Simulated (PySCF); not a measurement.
## Partial charges of HCF2CF2OMe

Species: HCF2CF2OMe, C3H4F4O.
Structure used (PBE0-D3(BJ)/def2-SVP), in Å, numbered top down from 1:
```
atom  x, y, z in Å
C1    -1.877   -0.236   -0.107
O2    -0.668    0.473    0.113
C3     0.451   -0.263    0.161
F4     0.618   -1.003   -0.953
F5     0.426   -1.139    1.192
C6     1.645    0.674    0.351
F7     1.749    1.481   -0.714
F8     2.764   -0.057    0.453
H9    -2.679    0.510   -0.093
H10   -2.049   -0.975    0.690
H11   -1.861   -0.743   -1.083
H12    1.511    1.278    1.264
```

Density: PBE0/pcSseg-1 (PySCF); schemes: Mulliken, IAO, Hirshfeld and ESP-fitted. The structure is a single PBE0-D3(BJ)/def2-SVP conformer in the gas phase; no vibrational or solvent corrections.

Q: Atoms with like bonding are taken together and averaged. For which atoms does the sign change between the 4 schemes (beyond +0.03 e in one, beyond −0.03 e in another)?

A: For none.

Q: Do the Mulliken, IAO, Hirshfeld and ESP-fitted schemes agree on where the charge is lowest?

A: All schemes agree: Mulliken O2 (-0.498); IAO O2 (-0.364); Hirshfeld O2 (-0.135); ESP-fitted O2 (-0.301).

Q: Which atoms carry the highest charge in the Mulliken, IAO, Hirshfeld and ESP-fitted schemes?

A: All schemes agree: Mulliken C3 (+0.676); IAO C3 (+0.692); Hirshfeld C3 (+0.220); ESP-fitted C3 (+0.394).

Q: Give the atomic charges in each scheme.

A: In e; atoms taken as equivalent share a row and are averaged (×n: the atom named and its like, n in all):

| atom | environment | Mulliken | IAO | Hirshfeld | ESP-fitted |
| --- | --- | --- | --- | --- | --- |
| C1 | methoxy carbon | -0.057 | -0.216 | -0.035 | -0.152 |
| O2 | ether oxygen | -0.498 | -0.364 | -0.135 | -0.301 |
| C3 | CF2 carbon | +0.676 | +0.692 | +0.220 | +0.394 |
| F4/F5 | fluorine of a CF2 group | -0.290 | -0.298 | -0.098 | -0.165 |
| C6 | CHF2 carbon | +0.525 | +0.427 | +0.126 | +0.237 |
| F7/F8 | fluorine of a CF2 group | -0.283 | -0.283 | -0.094 | -0.170 |
| H9/H10/H11 | methyl hydrogen | +0.130 | +0.156 | +0.051 | +0.126 |
| H12 | methine hydrogen | +0.110 | +0.155 | +0.055 | +0.116 |

Mean size of the charges over all atoms: IAO 0.290 e, Mulliken 0.284 e, ESP-fitted 0.187 e, Hirshfeld 0.092 e. Each set sums to the total charge, 0, to within 0.001 e. The IAO scheme counts the electrons in orthogonalised intrinsic atomic orbitals, a minimal basis polarised so that it spans the occupied orbitals exactly. The ESP scheme fits charges at the nuclei, held to the total charge, to the electrostatic potential on points at 1.4 to 2.0 times the van der Waals radii.

Some averages cover members that differ in this geometry: F4/F5, ESP-fitted -0.186 to -0.144 e.

Q: Sum the charges by element, for elements with more than one atom.

A: 
| element | atoms | Mulliken | IAO | Hirshfeld | ESP-fitted |
| --- | --- | --- | --- | --- | --- |
| C | 3 | +1.144 | +0.903 | +0.311 | +0.479 |
| F | 4 | -1.147 | -1.161 | -0.384 | -0.671 |
| H | 4 | +0.501 | +0.623 | +0.208 | +0.493 |

Q: How many electrons does the Hirshfeld scheme count on C6?

A: Z − q = 6 − (+0.126) = 5.874.

Q: How closely do the schemes follow one another over all atoms?

A: Correlation coefficient and root-mean-square difference: IAO with Hirshfeld 0.99, 0.222 e; Mulliken with Hirshfeld 0.99, 0.236 e; IAO with ESP-fitted 0.99, 0.129 e; Hirshfeld with ESP-fitted 0.99, 0.102 e; Mulliken with IAO 0.98, 0.069 e; Mulliken with ESP-fitted 0.97, 0.149 e.
